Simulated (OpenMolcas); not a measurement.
# Mn2+: effect of the active space

* Program: OpenMolcas
* Method: MS-CASPT2, IPEA 0.25 Eh, imaginary shift 0.1 Eh
* Basis: ANO-R3
* Scalar Hamiltonian: X2C, finite nucleus
* Spin-orbit coupling: RASSI with atomic mean-field integrals over the reference wave functions, term energies averaged over their components

A. 5 electrons in 5 orbitals (3d); 2S+1 = 6 even, 1 root; 2S+1 = 4 even, 24 roots; 2S+1 = 2 even, 75 roots; closed shells correlated: 3s 3p; CASPT2 step roughly 40 core-seconds
B. 5 electrons in 6 orbitals (3d 4s); 2S+1 = 6 even, 6 roots; 2S+1 = 4 even, 59 roots kept (CI in the orbitals of an earlier block); 2S+1 = 2 even, 101 roots kept (CI in the orbitals of an earlier block); closed shells correlated: 3s 3p; CASPT2 step of the order of 110 core-seconds

Energies in cm-1 above 3d5 6S 5/2, the measured ground level; measured values from Corliss and Sugar, J. Phys. Chem. Ref. Data 6, 1253 (1977).

```
               Level      A      B  Measured
          3d5 6S 5/2    0.0    0.0       0.0
          3d5 4G 5/2  27230  26630          
          3d5 4G 7/2  27250  26660     26860
         3d5 4G 11/2  27260  26660          
          3d5 4G 9/2  27260  26670          
          3d5 4P 5/2  29930  29090     29168
          3d5 4P 3/2  29970  29140          
          3d5 4P 1/2  30010  29200          
          3d5 4D 7/2  32870  31830     32307
          3d5 4D 1/2  32910  31890     32369
          3d5 4D 3/2  32950  31940          
          3d5 4D 5/2  32950  31950     32384
         3d5 2I 11/2  39800  39230     39174
         3d5 2I 13/2  39840  39280     39176
       3d5 2D 5/2(1)  42270  41060     41238
       3d5 2D 3/2(1)  42620  41430     41570
       3d5 2F 7/2(1)  43760  42670     42606
3d5 2F 5/2(1) [54 %]  44200  43090          
          3d5 4F 9/2  44870  43210     43573
          3d5 4F 7/2  44890  43240     43602
   3d5 4F 5/2 [63 %]  44950  43390     43669
          3d5 4F 3/2  44980  43370     43675
          3d5 2H 9/2  47800  46550     46516
         3d5 2H 11/2  48000  46820     46671
```

Deviations, from unrounded energies. A percentage is the sum of absolute deviations over the sum of measured energies, with the sign that they share, or ± where signs differ.

```json
{"Against measurement": "mean absolute deviation (cm-1)", "Levels": "16", "A": "950", "B": "230"}
{"Against measurement": "other terms of the ground configuration (%)", "Levels": "16", "A": "+2.4", "B": "±0.6"}
```

B lies closest to measurement on these levels. The largest miss of B in the table is 3d5 4D 1/2, by -470 cm-1. The ranking rests on the paired levels alone, and a cruder setting can come out closer through cancelling errors.

The spin-orbit steps hold different terms of 3d5 (B lacks a 2D, a 2G, 2P), which shifts levels as well.

Between A and B the level of the table that moves most is 3d5 4F 9/2, by 1700 cm-1 (lowest in B, highest in A). Moves below CASPT2's spread within the term are not significant.

Term energies are means over components that CASPT2 splits; among the terms shown or strongly mixed into the levels shown the widest spread is 700 cm-1 (3d5 4F, A). Over all roots computed the reference weight is 0.87 to 0.94 in B; the roots of lowest weight are the least certain, and an intruder state may touch them. Blocks of more than 70 roots (2S+1 = 2 even) ran without multistate coupling. Some levels mix across a computed gap that differs much from the measured one, so their mixing is not that of the real levels (holds for A). Terms from blocks run as CI alone lack orbitals of their own (holds for B). Measured partners are found by configuration, term and J. A level has none where our copy of the source lacks it or the pairing is in doubt (some pairs that miss far off the trend of their configuration count as doubtful), and it then counts in no deviation. Only configurations of the active space appear. Levels that lie high or do not pair safely by name in every column are left out.

A share in square brackets marks a mixed level and gives the weight of the term that names it, the lowest over the columns. A number in round brackets counts repeated terms of one configuration in the order of the reference energies.
